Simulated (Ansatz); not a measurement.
`O=CB[SiH3]` + `ClC1=C(Br)C1` → `[SiH3]C1=C(Br)C1` + `O=CBCl`  (formal exchange of groups at the Si–B bond)

Calculated with Ansatz (gas phase, PBE0-D4/def2-TZVP geometries, no zero-point term in ΔE). CCSD(T)/CBS is the MP2 limit (def2-TZVPP, def2-QZVPP) plus CCSD(T) − MP2 in def2-TZVPP, frozen cores. DFT in def2-TZVPP. For Br outer-core shells are correlated without core-valence functions, which leaves a few kJ/mol of doubt a bond. Scalar relativity is left out up to krypton. One conformer a species, not always the lowest.

`O=CB[SiH3]`:

Z-matrix (Å, degrees):
```
Si
B 1 2.010
H 1 1.487 2 112.8
H 1 1.487 2 111.7 3 123.1
H 1 1.493 2 107.1 3 -118.9
C 2 1.533 1 121.3 3 2.9
H 2 1.195 1 121.8 3 -169.5
O 6 1.223 2 97.6 1 -85.3
H 6 1.103 2 140.3 1 95.3
```

`ClC1=C(Br)C1`:

```xyz
7

Cl    0.274   -2.113   -1.301
C     0.153   -0.670   -0.468
C     0.570    0.522   -0.222
Br    1.741    1.894   -0.525
C    -0.625    0.078    0.572
H    -0.502   -0.185    1.624
H    -1.611    0.473    0.321
```

`[SiH3]C1=C(Br)C1`:

Cartesian coordinates in Å:
```
Si -0.459 -1.374 -0.918
C 0.110 0.030 0.114
C 0.859 0.587 1.010
Br 2.231 0.385 2.216
C -0.110 1.525 0.442
H -0.287 -1.027 -2.352
H 0.327 -2.591 -0.594
H -1.901 -1.618 -0.656
H -0.989 1.811 1.018
H 0.219 2.273 -0.279
```

`O=CBCl`:

```xyz
6

O    -1.380   -1.102    0.090
C    -0.250   -0.783   -0.201
B     0.273    0.614    0.331
Cl    0.634    1.839   -0.840
H     0.360   -1.432   -0.870
H     0.362    0.863    1.490
```

| level | ΔE (eV) |
| --- | --- |
| PBE-D4 | -1.73 |
| ωB97M-V | -2.06 |
| B2PLYP | -2.04 |
| MP2/def2-QZVPP | -2.13 |

(1) What does CCSD(T)/CBS give? (Best estimate.)

Largest T1 diagnostic among the species: 0.021, so the coupled-cluster value is less sure than usual.

## Answers

(1) The calculation gave: -2.06 eV. The listed levels differ from it by 0.33, 0.00, 0.02, -0.07 eV.

In def2-TZVPP, CCSD(T) changes the Hartree–Fock value by +0.31 eV (the triples alone add +0.06 eV) and MP2 by +0.24 eV. From PBE to PBE0 (25 % exact exchange), in def2-TZVPP and without D4, ΔE moves by −0.16 eV.
